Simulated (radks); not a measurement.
The numbers below are computed, except where a source is named.
Task: Dipole-allowed excitations along the series with 47 electrons in [Kr] 4d10 5s1. Level of theory: scalar-relativistic Kohn-Sham, PBE, spin-polarised, spherical densities, finite nucleus; open shells are filled with parallel spins first (spin-orbit coupling, left out, can overturn this in heavy ions); Fermi nuclear charge, rms radius of each element as measured or else 0.836 A^(1/3) + 0.57 fm (a radial shooting solver on a logarithmic mesh with Libxc functionals). Time-dependent linear response with the Hartree and adiabatic LDA kernel, continuum included through the Sternheimer equations, no spin-orbit coupling, so fine structure and intercombination lines are absent. Lines are the poles of the dipole polarisability below minus the highest occupied eigenvalue, found on a grid refined at the orbital gaps; the lowest seven at most are given, and weak or close lines can be missed. The first line takes the name of the lowest orbital gap if no other gap lies below it; otherwise a line is named after a gap within 0.6 % of it, if that gap stands alone.

species  -e(HOMO) (eV)  lowest orbital gap (eV)  first line (eV)      f  strongest line (eV)  its f  static alpha (bohr^3)
Sn3+            36.493              5s-5p 9.199    9.730 (5s-5p)  0.773            the first  0.773                  8.785
Sb4+            50.362             5s-5p 10.884   11.507 (5s-5p)  0.778  38.135 (unassigned)  0.841                  6.313

Estimate the first line of In2+, its oscillator strength and the static polarisability.

Result: 7.922 eV (5s-5p), f = 0.760, alpha = 13.10 bohr^3.
